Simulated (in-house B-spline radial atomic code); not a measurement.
# Lu3+: [Ar] 3d10 4s2 (4p1/2)2 (4p3/2)3 (4d3/2)4 (4d5/2)5 4f14 5s2 5p6 6s2 (with a hole in an inner shell)

Level of theory: Dirac-Hartree-Fock, average of the jj configuration, Fermi nucleus of rms radius 5.37 fm; calculated with a radial B-spline atomic code at the basis-set limit.

Z_r = [3n² - l(l+1)]/(2<r>); Z_e = n√(-2ε); the last column is Slater's effective charge. Values are occupation-weighted means over j. An effective charge above Z reflects the relativistic contraction of the inner shells.

| shell | electrons | ε (eV) | <r> (bohr) | Z_r | Z_e | Slater |
| --- | --- | --- | --- | --- | --- | --- |
| 1s | 2 | -63781 | 0.01932 | 77.64 | 68.47 | 70.70 |
| 2s | 2 | -11043 | 0.08117 | 73.92 | 56.98 | 66.85 |
| 2p | 6 | -9772.8 | 0.07252 | 68.95 | 53.60 | 66.85 |
| 3s | 2 | -2606.8 | 0.2115 | 63.83 | 41.53 | 59.75 |
| 3p | 6 | -2213.7 | 0.2111 | 59.20 | 38.27 | 59.75 |
| 3d | 10 | -1715.5 | 0.1925 | 54.56 | 33.69 | 49.85 |
| 4s | 2 | -589.36 | 0.4764 | 50.38 | 26.33 | 43.60 |
| 4p | 5 | -463.16 | 0.5038 | 45.66 | 23.34 | 43.60 |
| 4d | 9 | -277.99 | 0.5424 | 38.72 | 18.08 | 33.20 |
| 5s | 2 | -118.1 | 1.131 | 33.15 | 14.73 | 15.05 |
| 5p | 6 | -80.322 | 1.294 | 28.21 | 12.15 | 15.05 |
| 4f | 14 | -76.448 | 0.6412 | 28.07 | 9.48 | 22.45 |
| 6s | 2 | -31.553 | 2.724 | 19.82 | 9.14 | 5.85 |

The least bound orbital is 6s1/2 at -31.55 eV, and it is also the most diffuse (<r> = 2.724 bohr). The part-filled 4p shell lies below the filled 6s shell in orbital energy.

For the 1s electron the small component carries 7.11 % of the norm, the zero-frequency Breit interaction raises the level by 212 eV, self-energy by 130.8 eV, and vacuum polarisation lowers it by 23.65 eV.
